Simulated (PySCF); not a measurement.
# Level of theory and adiabatic energies of losing or gaining an electron: methylene fluoride

Structure: `FCF` (CH2F2).

All levels share the PBE0-D3(BJ)/def2-SVP structures and the PBE0-D3(BJ)/def2-SVP thermal terms; only the single-point energies (PySCF) change. Values are adiabatic energies of losing or gaining an electron (0 K, eV).

Measured (NIST Chemistry WebBook): adiabatic ionisation energy 12.71 eV.

| level | ionisation energy to the radical cation |
| --- | --- |
| BHandHLYP/6-31G* (grid 3) | 12.44 |
| ωB97X-D3(BJ)/ma-def2-TZVP | 12.51 |

The spread: 0.07 eV, from 12.44 to 12.51.

---

How the method moves the adiabatic energies of losing or gaining an electron of cyclobutanone

Structure: `O=C1CCC1` (C4H6O).

All levels share the PBE0-D3(BJ)/def2-SVP structures and the PBE0-D3(BJ)/def2-SVP thermal terms; only the single-point energies (PySCF) change. Values are adiabatic energies of losing or gaining an electron (0 K, eV).

Measured (NIST Chemistry WebBook): adiabatic ionisation energy 9.35 eV.

| level | ionisation energy to the radical cation | time |
| --- | --- | --- |
| BHandHLYP/6-31G* (grid 1) | 9.09 | 7.7 s |
| ωB97X-D3(BJ)/6-31G* | 9.20 | 15 s |
| ωB97X-D3(BJ)/ma-def2-TZVP | 9.31 | – |

Times are wall times for all single points of a level on 1 thread of Arm Neoverse V1, a shared host; the dash marks the run that also made the structures.

The spread: 0.22 eV, from 9.09 to 9.31.

---

# Level of theory and adiabatic energies of losing or gaining an electron: 3-fluorophenol

Structure: `Oc1cccc(F)c1` (C6H5FO).

All levels share the PBE0-D3(BJ)/def2-SVP structures and the PBE0-D3(BJ)/def2-SVP thermal terms; only the single-point energies (PySCF) change. Values are adiabatic energies of losing or gaining an electron (0 K, eV).

Measured (NIST Chemistry WebBook): adiabatic ionisation energy 8.73 eV.

| level | ionisation energy to the radical cation |
| --- | --- |
| ωB97X-D3(BJ)/def2-TZVPP | 8.57 |
| ωB97X-D3(BJ)/ma-def2-TZVP | 8.59 |

The spread: 0.02 eV, from 8.57 to 8.59.
